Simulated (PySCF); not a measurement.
LaF₃ was optimised in PySCF in the def2-TZVP basis family (density fitting, no spin–orbit coupling) with several functionals.

One of them gave a singlet of C3v symmetry with a mean bond of 2.144 Å to La, wavenumbers 69, 132 (×2), 522 (×2), 535 cm⁻¹ and a HOMO–LUMO gap of 7.75 eV.

Q: Which level of theory was it?
A. PBE
B. B3LYP
C. PBE0

A: C. That is PBE0, with La–F 2.144 Å (×3). The others give PBE 2.157 Å and 522 cm⁻¹ for the highest mode; B3LYP 2.161 Å and 523 cm⁻¹ for the highest mode.

Only the bonding shown was studied: isomers, or loss of a ligand pair, can lie lower.
